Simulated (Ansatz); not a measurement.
A nudged elastic band was laid between two geometries of H2 + H3InO3 (9 atoms, charge 0, multiplicity 1).

Theory: Ansatz, RHF/def2-SVP.

```
movable images  : 3
climbing image  : yes
spring          : 5.0 eV/Å²
optimiser       : quadratic models (default)
start path      : through a guess of the saddle point
force threshold : 0.05 eV/Å
iteration limit : 60
end points      : relaxed
```

First end point:

```xyz
9
Properties=species:S:1:pos:R:3
In -0.102 -0.487 -0.086
O 0.014 -0.547 1.889
H -0.766 -0.596 2.418
O 1.576 -0.489 -1.107
H 2.387 -0.518 -0.624
O -1.821 -0.453 -1.045
H -2.632 -0.454 -0.563
H 0.183 2.720 0.992
H 0.204 2.194 1.523
```

Last end point:

```xyz
9
Properties=species:S:1:pos:R:3
In 0.134 0.815 -0.253
O -0.050 0.153 2.011
H -0.876 -0.294 1.819
O 1.659 -0.219 -1.003
H 1.666 -1.160 -0.928
O -1.560 -0.286 -0.063
H -1.894 -0.841 -0.749
H 0.120 2.531 -0.234
H -0.155 0.671 2.797
```

**Question.** Which bonds break or form, and what moves?

**Answer.** Bonds broken: H8–H9. Bonds formed: In1–H8, O2–H9. H2 + H3InO3 becomes H5InO3.

**Question.** Give the energies along the band, and the barrier.

**Answer.** The run converged. The highest image is number 2 of 0 to 4, 105.7 kJ/mol above the first end and 212.5 kJ/mol above the last; the last end lies 106.8 kJ/mol below the first. Neighbouring images differ by up to 2.0 eV, so the band resolves the path poorly. Another band between the same ends (5 images) ends at a top of the same energy, where a vibrational analysis finds 1 clearly imaginary mode. So few images can step over the top or miss a turn of the path. The orbitals stay closed-shell, which can raise the energy where a bond breaks towards radicals; this wasn't checked here.

```tsv
image	path coordinate (Å)	energy (kJ/mol)	H8–H9 (Å)	In1–H8 (Å)	O2–H9 (Å)
0	0.00	0.0	0.75	3.40	2.77
1	1.50	3.0	0.75	2.84	2.49
2	3.02	105.7	0.98	2.06	1.30
3	4.45	-85.6	2.55	1.73	0.95
4	5.87	-106.8	3.57	1.72	0.95
```

**Question.** What is the geometry of the highest image?

**Answer.** 
```xyz
9
Properties=species:S:1:pos:R:3:forces:R:3
In -0.013 0.057 0.114 0.01 0.00 0.01
O -0.031 0.248 2.208 -0.03 0.01 0.00
H -0.683 -0.052 2.827 0.01 -0.01 0.01
O 1.717 -0.474 -0.668 0.03 0.00 0.00
H 1.793 -0.698 -1.581 -0.02 0.00 -0.01
O -1.811 -0.351 -0.594 -0.02 0.00 0.00
H -1.929 -0.763 -1.435 0.01 0.00 -0.01
H 0.037 1.974 0.858 -0.01 -0.01 0.01
H -0.036 1.428 1.668 0.02 0.02 -0.02
```

Run time: 2.3 min on 1 thread of Arm Neoverse V1 (shared host), peak memory 0.19 GiB.
